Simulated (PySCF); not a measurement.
## Identify the compound

An unknown has the formula C$_{5}$H$_{11}$N$_{3}$Si. Its calculated NMR data are:

1H NMR (300 MHz, computed): δ 7.91 (m, 1H), 7.63 (m, 1H), 0.54 (s, 9H).

13C{1H} NMR (computed): δ 137.9 (CH), 132.0 (CH), 0.5 (CH3).

Computational details: geometry: GFN2-xTB, shielding tensors at PBE0/pcSseg-1 (GIAO), in PySCF (no solvent, equivalent nuclei averaged, non-relativistic, one computed conformer).

Shifts are taken against calculated references (same method and geometry level): 1H (31.72 ppm) and 13C (186.93 ppm) against TMS.

Problem. Which of these isomers gave the spectra?
A. Cc1cnnn1[SiH](C)C
B. Cc1ncnn1[SiH](C)C
C. CC(C)c1cnn([SiH3])n1
D. C[Si](C)(C)n1ccnn1

Solution. D. 

The formula gives 3 degrees of unsaturation (1 ring in the answer). 3 carbon signals for 5 carbons: some carbons are equivalent by symmetry or fast rotation. Carbon types of the structure: 2 × CH, 3 × CH3, which accounts for all hydrogens. δC 137.9, 132.0: aromatic CH next to a ring nitrogen. δC 0.5: methyl carbon bonded to Si; an electropositive neighbour leaves it electron-rich and shielded. δH 7.91, 7.63: hydrogen on an aromatic CH next to a ring nitrogen; it sits in the deshielding region of the aromatic ring current. δH 0.54: hydrogen on a methyl carbon bonded to Si; an electropositive neighbour shields it, as in TMS itself.

The others: CC(C)c1cnn([SiH3])n1 would give 4 carbon signals, not 3; Cc1ncnn1[SiH](C)C would give 4 carbon signals, not 3; Cc1cnnn1[SiH](C)C would give 4 carbon signals, not 3.

Shifts are as computed. Against solution values, carbons near 30 ppm lie about +3 ppm off and those near 130 ppm about +5 ppm. Of 1211 compounds with measured shifts, 218 miss one by over three times the rms of a fit or turn the order of signals round; such compounds aren't used in these exercises. Multiplicities follow the n + 1 count of equivalent neighbours, as no J values were calculated; m marks all less simple cases, F and P coupling included.
